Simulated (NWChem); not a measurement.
GeH3O3Cl; SMILES [OH][Ge]([OH])([OH])[Cl]

```xyz
8

O      0.9847    -1.3425     0.8944
Ge     0.0000     0.0000     0.2885
O     -1.6550    -0.1815     0.8944
O      0.6703     1.5240     0.8944
Cl     0.0000     0.0000    -1.8921
H      1.8725    -1.3233     0.4886
H     -2.0823    -0.9600     0.4886
H      0.2098     2.2833     0.4886
```
Atoms are numbered in this order, from 1.

Results from NWChem. Pople sets run with spherical d functions. All runs use the structure optimised with PBE-D3(BJ)/def2-SVP. Level MN15/6-31G*: energy and gradient on several grids; changes count from the extra-fine grid, which is no exact limit either.

```
grid     size of the energy change (μHa)  largest change of a gradient component (μHa/bohr)
-------  -------------------------------  -------------------------------------------------
xcoarse                            40000                                               4000
coarse                               700                                                300
medium                                10                                                 30
fine                                < 10                                               < 30
xfine                               < 10                                               < 30
```
